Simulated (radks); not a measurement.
Q: Species: the cadmium ion Cd3+. Configuration: [Ar] 3d10 4s2 4p5 4d9 4f1 (not the ground configuration). Method: Dirac Kohn-Sham, Wu-Cohen GGA, spin-unpolarised, spherical densities, finite nucleus; open shells fill j = l - 1/2 first; Fermi nuclear charge, rms radius 4.6087 fm; computed with a radial shooting solver on a logarithmic mesh with Libxc functionals. Some entries of the table are withheld. Estimate them.

orbital  occ.  eigenvalue (hartree)  <r> (bohr)
1s1/2       2                   (1)     0.03040
2s1/2       2                   (2)      0.1313
2p1/2       2                   (3)      0.1112
2p3/2       4                   (4)      0.1164
3s1/2       2                   (5)      0.3581
3p1/2       2             -24.74052      0.3494
3p3/2       4             -23.47629      0.3604
3d3/2       4             -16.40094         (6)
3d5/2       6             -16.14393         (7)
4s1/2       2              -5.58714      0.8692
4p1/2       2              -4.28948      0.9216
4p3/2       3              -4.06563      0.9499
4d3/2       4              -2.03651       1.142
4d5/2       5              -2.00553       1.154
4f5/2       1                   (8)       3.622
4f7/2       0                   (9)       3.626

A: 
(1) 1s1/2 eigenvalue (hartree): -975.8826
(2) 2s1/2 eigenvalue (hartree): -146.3808
(3) 2p1/2 eigenvalue (hartree): -136.4370
(4) 2p3/2 eigenvalue (hartree): -129.3615
(5) 3s1/2 eigenvalue (hartree): -28.73085
(6) 3d3/2 <r> (bohr): 0.3325
(7) 3d5/2 <r> (bohr): 0.3360
(8) 4f5/2 eigenvalue (hartree): -0.44518
(9) 4f7/2 eigenvalue (hartree): -0.44499
